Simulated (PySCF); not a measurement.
## Sulfur: a sound run and one with changed settings

Sound run: S⁺ [Ne] 3s2 3p3, S²⁺ [Ne] 3s2 3p2. Computed with PySCF 2.14 in aug-cc-pVDZ-DK, with scalar relativity by spin-free X2C-1e. In the sound run the correlated levels freeze [Ne]. The sound run starts from symmetry-adapted Hartree-Fock orbitals and uses a fine grid where one is needed.

A second run was set up differently.

```csv
species,method,sound run (hartree),changed run (hartree),converged
S⁺,UHF,-398.24026,-398.24026,yes
S⁺,r2SCAN,-398.78548,-398.78548,yes
S⁺,M06-2X,-398.80065,-398.80065,yes
S⁺,MP2,-398.30989,-398.26569,yes
S⁺,CCSD(T),-398.32972,-398.32972,yes
S²⁺,UHF,-397.40529,-397.40529,yes
S²⁺,r2SCAN,-397.92104,-397.92104,yes
S²⁺,M06-2X,-397.95039,-397.95039,yes
S²⁺,MP2,-397.45833,-397.42477,yes
S²⁺,CCSD(T),-397.48063,-397.48063,yes
```

Ionisation energy of S⁺:

| method | sound run (eV) | changed run (eV) |
| --- | --- | --- |
| UHF | 22.721 | 22.721 |
| r2SCAN | 23.523 | 23.523 |
| M06-2X | 23.137 | 23.137 |
| MP2 | 23.172 | 22.883 |
| SCS-MP2 | 23.014 | 22.824 |
| CCSD | 23.097 | 23.097 |
| CCSD(T) | 23.105 | 23.105 |

Task: What was changed?
A. all electrons correlated in a valence basis
B. level shift left on
C. radial grid too coarse
D. basis contracted for another Hamiltonian

Result: B. It used initial guess 1e, at most 50 SCF cycles, level shift 2.0 hartree. A level shift leaves the converged SCF energy unchanged but raises the virtual orbital energies, which shrinks MP2 if it is not removed.
